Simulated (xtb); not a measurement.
C5H13AlO, charge +1, quartet, at a GFN2-xTB geometry of the parent state (such geometries of metal compounds can be far from the true shape) (a state made from the parent by changing its charge; the spin is typed, not shown lowest); xtb 6.7.1 with GFN2-xTB.

xtb was given this input:
```
$ xtb mol.xyz --gfn 2 --chrg 1 --uhf 3 --json

# file mol.xyz
20

Al     0.75514463     0.19281173     1.26398557
C     -1.02656718    -0.28478633     2.43658849
H     -0.95638558    -1.36738803     2.46589890
H     -1.95237655     0.02441589     1.96536206
H     -0.92354537     0.13693308     3.42798529
C     -0.07994000     2.20347045     1.45896135
H      0.62461141     2.76590075     0.85476590
H     -0.03538247     2.51278945     2.49505334
H     -1.08286261     2.29369068     1.05789131
O      0.60861867    -0.36009541    -0.29904429
C      0.37426950    -0.77680375    -1.60864576
C      0.12575951     0.43350758    -2.50794583
C     -0.81366965    -1.73723137    -1.64909329
H      1.27192093    -1.30617866    -1.96488046
H     -0.76152008     0.96339275    -2.16834867
H     -0.01578771     0.11836922    -3.53882438
H      0.97475283     1.11122124    -2.45582948
H     -0.62460241    -2.58413830    -0.99350899
H     -1.70833104    -1.22437101    -1.30281581
H     -0.97543379    -2.09936565    -2.66139668
```

It wrote (shortened):

```
   ID    Z sym.   atoms
    1   13 Al     1
    2    6 C      2, 6, 11-13
    3    1 H      3-5, 7-9, 14-20
    4    8 O      10

           -------------------------------------------------
          |                Calculation Setup                |
           -------------------------------------------------

           -------------------------------------------------
          |                 G F N 2 - x T B                 |
           -------------------------------------------------

          ...................................................
          :                      SETUP                      :
          :.................................................:
          :  # basis functions                  47          :
          :  # atomic orbitals                  46          :
          :  # shells                           28          :
          :  # electrons                        41          :
          :  max. iterations                   250          :
          :  Hamiltonian                  GFN2-xTB          :
          :  restarted?                      false          :
          :  GBSA solvation                  false          :
          :  PC potential                    false          :
          :  electronic temp.          300.0000000     K    :
          :  accuracy                    1.0000000          :
          :  -> integral cutoff          0.2500000E+02      :
          :  -> integral neglect         0.1000000E-07      :
          :  -> SCF convergence          0.1000000E-05 Eh   :
          :  -> wf. convergence          0.1000000E-03 e    :
          :  Broyden damping             0.4000000          :
          :  net charge                          1          :
          :  unpaired electrons                  3          :
          ...................................................

 iter      E             dE          RMSdq      gap      omega  full diag
   1    -22.0959687 -0.220960E+02  0.481E+00    2.59       0.0  T
   2    -22.0691854  0.267833E-01  0.402E+00    3.12       1.0  T
   3    -22.1193862 -0.502008E-01  0.190E+00    3.41       1.0  T
   4    -22.1337482 -0.143620E-01  0.158E+00    3.59       1.0  T
   5    -22.1481202 -0.143719E-01  0.114E+00    3.74       1.0  T
   6    -22.1611905 -0.130703E-01  0.865E-01    3.69       1.0  T
   7    -22.1692755 -0.808506E-02  0.404E-01    3.64       1.0  T
   8    -22.1701129 -0.837371E-03  0.174E-01    3.64       1.0  T
[...]
         :: total energy             -21.889241124124 Eh    ::
[...]
     #   Z sym  total        # sym  WBO       # sym  WBO       # sym  WBO
 ---------------------------------------------------------------------------
     1  13 Al   2.769 --    10 O    1.201     2 C    0.572     6 C    0.572
     2   6 C    3.583 --     5 H    0.943     4 H    0.943     3 H    0.936
                             1 Al   0.572
     3   1 H    0.989 --     2 C    0.936
     4   1 H    0.988 --     2 C    0.943
     5   1 H    0.983 --     2 C    0.943
     6   6 C    3.584 --     9 H    0.943     8 H    0.943     7 H    0.936
                             1 Al   0.572
     7   1 H    0.989 --     6 C    0.936
     8   1 H    0.983 --     6 C    0.943
     9   1 H    0.988 --     6 C    0.943
    10   8 O    2.435 --     1 Al   1.201    11 C    1.022
    11   6 C    3.919 --    10 O    1.022    12 C    0.989    13 C    0.988
                            14 H    0.797
    12   6 C    3.966 --    11 C    0.989    16 H    0.975    17 H    0.968
                            15 H    0.923
    13   6 C    3.966 --    11 C    0.988    20 H    0.975    18 H    0.969
                            19 H    0.924
    14   1 H    0.942 --    11 C    0.797
    15   1 H    0.982 --    12 C    0.923
    16   1 H    0.991 --    12 C    0.975
    17   1 H    0.988 --    12 C    0.968
    18   1 H    0.988 --    13 C    0.969
    19   1 H    0.982 --    13 C    0.924
    20   1 H    0.991 --    13 C    0.975
 ---------------------------------------------------------------------------

Topologies differ in total number of bonds
Writing topology from bond orders to xtbtopo.mol

molecular dipole:
                 x           y           z       tot (Debye)
 q only:       -0.376       0.123      -0.053
   full:       -0.490       0.181      -0.006       1.327
molecular quadrupole (traceless):
                xx          xy          yy          xz          yz          zz
 q only:       -9.371       0.929      -2.315      -2.448       7.137      11.686
  q+dip:       -9.309      -0.146      -2.016      -4.470       7.997      11.325
   full:      -10.373       0.721      -1.159      -4.628       7.613      11.533

           -------------------------------------------------
          | TOTAL ENERGY              -21.889241124124 Eh   |
          | GRADIENT NORM               0.058985703692 Eh/α |
          | HOMO-LUMO GAP               3.617210723100 eV   |
           -------------------------------------------------

normal termination of xtb
```
